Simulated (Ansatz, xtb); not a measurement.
**H4OSeSi: 3 structures ranked**

3 gas-phase structures of H4OSeSi, found in a search over its isomers (lower ones may exist). Each was relaxed with GFN2-xTB; where two conformers were screened, the lower at r2SCAN-D4/def2-SVP is listed:

A. `O[SiH2][SeH]`, a singlet
B. `O[Se][SiH3]`, a singlet
C. `[SiH3]O[SeH]`, a singlet

Which do you expect lowest at r2SCAN-D4/def2-SVP, and how would the others follow?

Calculated order at r2SCAN-D4/def2-SVP: A (0.000), C (2.048), B (2.252) eV.

Energies above the lowest of each column, in eV; the last columns are at r2SCAN-D4/def2-TZVP geometries and were run for some of them only (a dash: not run or not comparable):

| structure | GFN2-xTB | HF/STO-3G | r2SCAN-D4/def2-SVP | r2SCAN-D4/def2-TZVP | CCSD(T)/def2-TZVP |
| --- | --- | --- | --- | --- | --- |
| A | 0.000 | 0.000 | 0.000 | 0.000 | 0.000 |
| C | 1.102 | 1.635 | 2.048 | 1.978 | 1.876 |
| B | 1.598 | 1.114 | 2.252 | – | – |

Every level run on A puts it lowest or level with the lowest. Flexible structures stand in one conformer each, not always the lowest. Frequencies (r2SCAN-D4/def2-TZVP) were run for A, C alone.

Programs: Ansatz 0.2.0, xtb 6.7.1.
